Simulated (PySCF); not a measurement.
## Broadened absorption spectrum of hexanenitrile

Species: hexanenitrile, C6H11N.
SMILES: `C(CCCC)C#N`

Level of theory: PySCF 2.14.0, density-fitted response routines, TDDFT wB97X-D/def2-SVPD, vertical, gas phase, core orbitals frozen in the response. Isolated species at its PBE0-D3(BJ)/def2-SVP geometry (one conformer only). Torsions of this conformer, `[CH3:1][CH2:2][CH2:3][CH2:4][CH2:5][C:6]#[N:7]`: C1–C2–C3–C4 180°, C2–C3–C4–C5 180°, C3–C4–C5–C6 -62°.

Broadening: Gaussians 0.4 eV wide at half height, area fixed by f = 4.319×10⁻⁹ ∫ε dν̃. The width is an assumption, not a result. The curve ends short of the highest state used, and states not computed would add to its high-energy end.

E (eV), ε (L mol⁻¹ cm⁻¹) and a bar:
```
     7.10          0 
     7.14          0 
     7.18          0 
     7.22          0 
     7.26          0 
     7.31          0 
     7.35          1 
     7.39          1 
     7.43          2 
     7.47          3 
     7.51          5 
     7.55          8 #
     7.59         13 #
     7.64         24 ##
     7.68         37 ###
     7.72         57 #####
     7.76         86 #######
     7.80        123 ##########
     7.84        169 #############
     7.88        220 #################
     7.93        286 #######################
     7.97        332 ##########################
     8.01        365 #############################
     8.05        381 ##############################
     8.09        375 ##############################
     8.13        350 ############################
     8.17        309 ########################
     8.21        258 ####################
     8.26        191 ###############
     8.30        141 ###########
     8.34         98 ########
     8.38         65 #####
     8.42         41 ###
     8.46         26 ##
     8.50         18 #
     8.54         16 #
```

(1) Where are the band maxima, and which computed states make them?

(2) Coming from long wavelengths, where does ε first pass 100 L mol⁻¹ cm⁻¹?

Answers

(1) 154 nm (8.06 eV), ε about 380, made up of S2 (82%) and S3 (18%) (ε in L mol⁻¹ cm⁻¹; maxima over ε = 5, shares over 10%). At its high-energy end, 8.54 eV, the curve is still rising (ε about 16, from S2, S4 and S6). The states used: S1 7.70 eV (f 0.0001); S2 8.06 eV (f 0.0046); S3 8.07 eV (f 0.0010); S4 9.03 eV (f 0.0045); S5 9.08 eV (f 0.0029); S6 9.14 eV (f 0.025).

(2) At about 159 nm (7.78 eV), 0.08 eV above S1.
